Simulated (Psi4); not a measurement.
CAuClO, charge -1, doublet, at a GFN2-xTB geometry (such geometries of metal compounds can be far from the true shape) (the multiplicity is a formal guess) (core potentials on Au) (a gas-phase anion, which may not be bound at this level); B3LYP/def2-SVP run with Psi4.

Here is a job for Psi4.
```
memory 2 GB

molecule mol {
-1 2
  Au    0.001880   -0.017100    0.017468
  Cl   -0.206774    1.681418   -1.518866
  O     0.289952   -2.337265    2.088442
  C     0.174507   -1.422516    1.288871
}

set basis def2-svp
set reference uks

energy('b3lyp')
print_variables()
```

What the program printed (banner, timings and long lists left out):

```
   => Loading Basis Set <=

    Name: DEF2-SVP
    Role: ORBITAL
    Keyword: BASIS

    !!!  WARNING: ECP capability is in beta. Please check occupations closely.  !!!

         ---------------------------------------------------------
                                   SCF
               by Justin Turney, Rob Parrish, Andy Simmonett
                          and Daniel G. A. Smith
                              UKS Reference
         ---------------------------------------------------------

  ==> Geometry <==

    Molecular point group: c1
    Full point group: C1

    Geometry (in Angstrom), charge = -1, multiplicity = 2:

       Center              X                  Y                   Z               Mass
    ------------   -----------------  -----------------  -----------------  -----------------
         AU           0.002374405206    -0.020849404202     0.020551464240   196.966568790000
         CL          -0.206279594794     1.677668595798    -1.515782535760    34.968852682000
         O            0.290446405206    -2.341014404202     2.091525464240    15.994914619570
         C            0.175001405206    -1.426265404202     1.291954464240    12.000000000000

  Running in c1 symmetry.

  Rotational constants: A =   4509.45836  B =      0.04388  C =      0.04388 [cm^-1]
  Rotational constants: A = 135190160.54489  B =   1315.38785  C =   1315.37505 [MHz]
  Nuclear repulsion =  178.703498629566724

  Charge       = -1
  Multiplicity = 2
  Electrons    = 51
  Nalpha       = 26
  Nbeta        = 25

  ==> Algorithm <==

  SCF Algorithm Type is DF.
  DIIS enabled.
  MOM disabled.
  Fractional occupation disabled.
  Guess Type is SAD.
  Energy threshold   = 1.00e-06
  Density threshold  = 1.00e-06
  Integral threshold = 1.00e-12

  ==> Primary Basis <==

  Basis Set: DEF2-SVP
    Blend: DEF2-SVP
    Number of shells: 32
    Number of basis functions: 78
    Number of Cartesian functions: 86
    Spherical Harmonics?: true
    Max angular momentum: 3

  Core potential: DEF2-SVP
    Number of shells: 4
    Number of ECP primitives: 14
    Number of ECP core electrons: 60
    Max angular momentum: 3

  ==> DFT Potential <==

   => LibXC <=

    Version 7.1.2
    S. Lehtola, C. Steigemann, M. J. T. Oliveira, and M. A. L. Marques,  SoftwareX 7, 1–5 (2018) (10.1016/j.softx.2017.11.002)

   => Composite Functional: B3LYP <=

    B3LYP Hyb-GGA Exchange-Correlation Functional

    P. J. Stephens, F. J. Devlin, C. F. Chabalowski, and M. J. Frisch,  J. Phys. Chem. 98, 11623 (1994) (10.1021/j100096a001)

    Deriv               =              1
    GGA                 =           TRUE
    Meta                =          FALSE

    Exchange Hybrid     =           TRUE
    MP2 Hybrid          =          FALSE

   => Exchange Functionals <=

    0.0800   Slater exchange
    0.7200         Becke 88

   => Exact (HF) Exchange <=

    0.2000               HF

   => Correlation Functionals <=

    0.1900   Vosko, Wilk & Nusair (VWN5_RPA)
    0.8100   Lee, Yang & Parr

   => LibXC Density Thresholds  <==

    XC_HYB_GGA_XC_B3LYP:  1.00E-15

   => Molecular Quadrature <=

    Radial Scheme          =       TREUTLER
    Pruning Scheme         =           NONE
    Nuclear Scheme         =       TREUTLER

    Blocking Scheme        =         OCTREE
    BS radius alpha        =              1
    Pruning alpha          =              1
    Radial Points          =             75
    Spherical Points       =            302
    Total Points           =          86656
    Total Blocks           =            737
    Max Points             =            256
    Max Functions          =             72
    Weights Tolerance      =       1.00E-15

   => Loading Basis Set <=

    Name: (DEF2-SVP AUX)
    Role: JKFIT
    Keyword: DF_BASIS_SCF

  ==> Integral Setup <==

  SCF_SUBTYPE=INCORE selected. In-core MEM_DF algorithm will be used.
  Using in-core AOs.

  ==> MemDFJK: Density-Fitted J/K Matrices <==

    J tasked:                   Yes
[...]

   -------------------------
    Irrep   Nso     Nmo
   -------------------------
     A         78      78
   -------------------------
    Total      78      78
   -------------------------

  ==> Iterations <==

                           Total Energy        Delta E     RMS |[F,P]|

   @DF-UKS iter SAD:  -708.34861074570779   -7.08349e+02   0.00000e+00
   @DF-UKS iter   1:  -708.92513669357265   -5.76526e-01   8.80964e-03 ADIIS/DIIS
   @DF-UKS iter   2:  -708.04535333860144    8.79783e-01   1.89390e-02 ADIIS/DIIS
   @DF-UKS iter   3:  -709.13073919362273   -1.08539e+00   3.53529e-03 ADIIS/DIIS
   @DF-UKS iter   4:  -709.15467753383268   -2.39383e-02   2.35257e-03 ADIIS/DIIS
   @DF-UKS iter   5:  -709.16616123122640   -1.14837e-02   8.00639e-04 ADIIS/DIIS
   @DF-UKS iter   6:  -709.16811827983759   -1.95705e-03   1.20330e-04 ADIIS/DIIS
   @DF-UKS iter   7:  -709.16816382306570   -4.55432e-05   2.28325e-05 DIIS
   @DF-UKS iter   8:  -709.16816538633350   -1.56327e-06   1.64644e-05 DIIS
   @DF-UKS iter   9:  -709.16816639074239   -1.00441e-06   5.87643e-06 DIIS
   @DF-UKS iter  10:  -709.16816652420528   -1.33463e-07   2.29859e-06 DIIS
   @DF-UKS iter  11:  -709.16816655301147   -2.88062e-08   5.25626e-07 DIIS
  Energy and wave function converged.

  ==> Post-Iterations <==

   Electrons on quadrature grid:
      Nalpha   =   25.9999984072 ; deviation = -1.593e-06
      Nbeta    =   24.9999983861 ; deviation = -1.614e-06
      Ntotal   =   50.9999967933 ; deviation = -3.207e-06

   @Spin Contamination Metric:   3.051831731E-03
   @S^2 Expected:                7.500000000E-01
   @S^2 Observed:                7.530518317E-01
   @S   Expected:                5.000000000E-01
   @S   Observed:                5.000000000E-01

    Orbital Energies [Eh]
    ---------------------

    Alpha Occupied:

[...]
    Alpha Virtual:

[...]
      78A    200.096397

    Beta Occupied:

[...]
      25A     -0.095188

    Beta Virtual:

[...]
    Final Occupation by Irrep:
              A
    DOCC [    25 ]
    SOCC [     1 ]
    NA   [    26 ]
    NB   [    25 ]

  @DF-UKS Final Energy:  -709.16816655301147

   => Energetics <=

    Nuclear Repulsion Energy =            178.7034986295667238
    One-Electron Energy =               -1394.2593025579108144
    Two-Electron Energy =                 551.0985352320617494
    DFT Exchange-Correlation Energy =     -44.7108978567290976
    Empirical Dispersion Energy =           0.0000000000000000
    VV10 Nonlocal Energy =                  0.0000000000000000
    Total Energy =                       -709.1681665530114742

  UHF NO Occupations:
  HONO-2 :   24  A 1.9995024
  HONO-1 :   25  A 1.9993985
  HONO-0 :   26  A 1.0000000
  LUNO+0 :   27  A 0.0006015
  LUNO+1 :   28  A 0.0004976
  LUNO+2 :   29  A 0.0002667
  LUNO+3 :   30  A 0.0000596

Computation Completed

Properties will be evaluated at   0.000000,   0.000000,   0.000000 [a0]

Properties computed using the SCF density matrix

 Multipole Moments:

 ------------------------------------------------------------------------------------
     Multipole            Electronic (a.u.)      Nuclear  (a.u.)        Total (a.u.)
 ------------------------------------------------------------------------------------

 L = 1.  Multiply by 2.5417464519 to convert [e a0] to [Debye]
 Dipole X            :          0.1384796           -0.1664088           -0.0279292
 Dipole Y            :         -1.3568299            1.5845728            0.2277428
 Dipole Z            :          1.4970694           -1.6892163           -0.1921470
 Magnitude           :                                                    0.2992780

 ------------------------------------------------------------------------------------

  Variable Map:
  ----------------------------------------------------------------------------
[...]
  Array Variable Map:
  ----------------------------------------------------------------------------
[...]
[...]
```
